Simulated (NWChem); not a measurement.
# C₄H₄N₂; SMILES N#CCCC#N

```xyz
10

N     -0.1846     2.9772     0.0000
C      0.1707     1.8763     0.0000
C      0.5978     0.4828     0.0000
C     -0.5978    -0.4828     0.0000
C     -0.1707    -1.8763     0.0000
N      0.1846    -2.9772     0.0000
H      1.2314     0.3080    -0.8839
H      1.2314     0.3080     0.8839
H     -1.2314    -0.3080     0.8839
H     -1.2314    -0.3080    -0.8839
```
Atoms are numbered in this order, from 1.

Program: NWChem. Pople sets run with spherical d functions. Coordinates come from a PBE0/def2-SVP optimisation. B3LYP is NWChem's, with the RPA form of VWN correlation. Vzz is the largest principal value of the second derivative of the potential at the nucleus (NWChem prints the opposite sign); η is the asymmetry. Non-relativistic.

```
level               Vzz N6 (a.u.)  η N6
------------------  -------------  ----
B3LYP/cc-pVTZ              -0.995  0.06
B3LYP/def2-SVP         (withheld)  0.07
CAM-B3LYP/def2-SVP         -0.852  0.07
CAM-B3LYP/6-31G*           -0.780  0.07
```

Task: What belongs in the gaps?

Result: 
- B3LYP/def2-SVP, Vzz N6 (a.u.): -0.838
